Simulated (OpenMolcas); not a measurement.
Os6+ among 6 point charges of -1.7 e arranged as a tetragonal octahedron (D4h). The axial distance is 1.02 times the equatorial one, R.

```
Program             : OpenMolcas
Method              : SS-CASPT2, IPEA 0.25 Eh, imaginary shift 0.1 Eh (closed shells correlated: 5s 5p)
Basis               : ANO-RCC-VDZP [7s6p4d2f1g]
Scalar Hamiltonian  : DKH2, point nucleus
Active space        : 2 electrons in 5 orbitals (5d)
State averaging     : 2S+1 = 3 even, 10 roots; 2S+1 = 1 even, 15 roots
Spin-orbit coupling : RASSI with atomic mean-field integrals over the reference wave functions
```

All point charges move together. At R = 1.92 Å the first state of the same spin is 460 cm-1, and at R = 2.01 Å it is 330 cm-1.

Q: A third run gives 530 cm-1. What distance was it run at?

A: With a power law R^-n the two known points give n = -ln(330 / 460) / ln(2.01 / 1.92) = 7.25. Then R = 1.92 × (460 / 530)^(1/7.25) = 1.883 Å. The run was at 1.83 Å, so the estimate is off by +0.053 Å.

Free-ion shares, where given, are those of the reference states; single-state CASPT2 does not remix them. Spin-orbit coupling mixes the spin-free states strongly: the lowest level takes only 49 % from its leading state, 3A2 (figures for R = 1.83; the like holds for R = 1.92, R = 2.01). This is an electrostatic model: the charges have no orbitals. No measured value stands beside these numbers.
